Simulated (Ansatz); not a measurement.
Basis-set series for CH₃GeNS (`N#C[S][GeH3]`). Total charge 0; spin multiplicity 1. Geometry: relaxed with PBE0-D4/def2-TZVP.

```tsv
functional	basis	functions	energy (Eh)	HOMO (eV)	LUMO (eV)
PBE0-D4	def2-TZVPP	194	-2569.38586	-7.88	-1.13
PBE0-D4	def2-QZVPP	363	-2569.44756	-7.90	-1.23
ωB97M-V	def2-TZVPP	194	-2569.72408	-10.00	0.80
ωB97M-V	def2-QZVPP	363	-2569.78373	-10.01	0.51
```

Task: Give the rows for def2-SVP. (Best estimate.)

Result: The calculation gave: 
```csv
functional,basis,functions,energy (Eh),HOMO (eV),LUMO (eV)
PBE0-D4,def2-SVP,93,-2568.87546,-7.81,-0.94
ωB97M-V,def2-SVP,93,-2569.21177,-9.88,1.10
```

Positive LUMOs are unbound and depend on the basis. Scalar relativity is left out up to krypton.

Program: Ansatz 0.2.0.
